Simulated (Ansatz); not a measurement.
Basis sets compared for Si(NMe2)Cl3 (C₂H₆Cl₃NSi). Total charge 0; singlet. Geometry r2SCAN-D4/def2-SVP. Ansatz on 4 threads of Arm Neoverse V2 on a shared host; times are rough, and most runs start from earlier orbitals.

```xyz
13

C    -0.512   -0.221   -1.408
C     1.497   -0.183   -0.035
Cl   -2.589    1.391    0.751
Cl    0.193    1.520    2.618
Cl   -1.449   -1.328    2.259
N     0.076    0.117   -0.122
Si   -0.869    0.391    1.269
H     0.005    0.329   -2.216
H    -1.574    0.059   -1.438
H    -0.429   -1.303   -1.627
H     1.903    0.125    0.939
H     1.699   -1.263   -0.171
H     2.048    0.367   -0.819
```

Another isomer (singlet) lies 0.37 eV lower at PBE0-D4/def2-TZVP; other spin states weren't run for this one.

Binding counts from free atoms (C triplet, Cl doublet, N quartet, Si triplet, H doublet) in the same basis, without a counterpoise term.

```
           level  functions  energy (Eh)  HOMO (eV)  LUMO (eV)  binding per atom (eV)  wall time
       HF/STO-3G         57   -1781.5817      -8.98       6.21                   3.29     0.25 s
 PBE-D4/def2-SVP        144   -1803.3417      -5.70      -0.52                   3.91      1.9 s
PBE0-D4/def2-SVP        144   -1803.5065      -7.12       0.49                   3.84      2.8 s
```

Q: Estimate the rows for HF/def2-TZVP, PBE-D4/def2-TZVP (with forces), PBE0-D4/def2-TZVP.

A: 
```json
{"level": "HF/def2-TZVP", "functions": "277", "energy (Eh)": "-1801.3937", "HOMO (eV)": "-10.50", "LUMO (eV)": "3.61", "binding per atom (eV)": "2.78", "wall time": "5.5 s"}
{"level": "PBE-D4/def2-TZVP (with forces)", "functions": "277", "energy (Eh)": "-1804.0800", "HOMO (eV)": "-5.84", "LUMO (eV)": "-0.96", "binding per atom (eV)": "3.89", "wall time": "4.5 s"}
{"level": "PBE0-D4/def2-TZVP", "functions": "277", "energy (Eh)": "-1804.2353", "HOMO (eV)": "-7.19", "LUMO (eV)": "0.08", "binding per atom (eV)": "3.84", "wall time": "8.5 s"}
```
